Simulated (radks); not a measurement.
Question: All-electron atom: Tm3+ in [Xe] 4f12. Method: scalar-relativistic Kohn-Sham, BLYP, spin-unpolarised, spherical densities, finite nucleus; Fermi nuclear charge, rms radius 5.2256 fm; computed with a radial shooting solver on a logarithmic mesh with Libxc functionals. Some entries of the table are withheld. Estimate them.

orbital,occ.,eigenvalue (eV),<r> (bohr)
1s,2,-59314.98,(1)
2s,2,-10035.78,0.08488
2p,6,-8866.491,0.07541
3s,2,(2),0.2210
3p,6,-1927.581,0.2203
3d,10,-1489.847,0.1999
4s,2,-476.3040,0.4975
4p,6,(3),(4)
4d,10,-204.9670,0.5701
5s,2,-83.6867,1.207
5p,6,-56.0805,(5)
4f,12,-35.5713,0.7494

Answer: 
(1) 1s <r> (bohr): 0.02001
(2) 3s eigenvalue (eV): -2281.740
(3) 4p eigenvalue (eV): -359.7910
(4) 4p <r> (bohr): 0.5278
(5) 5p <r> (bohr): 1.414
